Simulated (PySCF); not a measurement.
# Structure from NMR data

An unknown has the formula C4H15NSi3. Its calculated NMR data are:

$^{1}$H NMR (600 MHz, computed): δ 5.97 (m, 1H), 4.90 (m, 2H), 4.24 (m, 2H), 2.59 (s, 6H), 1.34 (d, 3H), 1.14 (m, 1H).

$^{13}$C{$^{1}$H} NMR (computed): δ 43.8 (CH3, 2C), 21.6 (CH3), 1.4 (CH).

How the numbers were obtained: shieldings: GIAO PBE0/pcSseg-1, GFN2-xTB geometry, in PySCF 2.14.0 with density-fitted response routines (single conformer, isolated molecule, no relativistic terms, fast rotation and ring inversion assumed for equivalent nuclei).

References, each an isolated molecule treated in the same way: $^{1}$H (σ = 31.72 ppm) and $^{13}$C (σ = 186.93 ppm) against TMS.

Question: Which candidate is it?
A. C[SiH2][C@@H]1C[C@@H]1N([SiH3])[SiH3]
B. C[C@@H]1[SiH2]C[C@@H]1N([SiH3])[SiH3]
C. CN(C)[Si@H]1[SiH2][C@H](C)[SiH2]1

Answer: C. 

- Rings plus π bonds: 1 (1 ring in the answer).
- 3 carbon signals for 4 carbons: some carbons are equivalent by symmetry or fast rotation.
- Carbon types of the structure: 1 × CH, 3 × CH3, leaving 5 H on heteroatoms.
- δC 43.8: methyl carbon bonded to N; deshielded by the electronegative neighbour.
- δC 21.6: methyl carbon; aliphatic region, no heteroatom directly attached.
- δC 1.4: sp3 CH bonded to 2 Si; an electropositive neighbour leaves it electron-rich and shielded.
- δH 2.59: hydrogen on a methyl carbon bonded to N; its carbon carries N, which withdraws density.
- δH 1.34: hydrogen on a methyl carbon.

The others: C[C@@H]1[SiH2]C[C@@H]1N([SiH3])[SiH3] would give 4 carbon signals, not 3; C[SiH2][C@@H]1C[C@@H]1N([SiH3])[SiH3] would give 4 carbon signals, not 3.

Shifts are as computed. Against solution values, carbons near 30 ppm lie about +3 ppm off and those near 130 ppm about +5 ppm. Of 1309 compounds with measured shifts, 239 miss one by over three times the rms of a fit or turn the order of signals round; such compounds aren't used in these exercises. Multiplicities follow the n + 1 count of equivalent neighbours, as no J values were calculated; m marks all less simple cases, F and P coupling included.
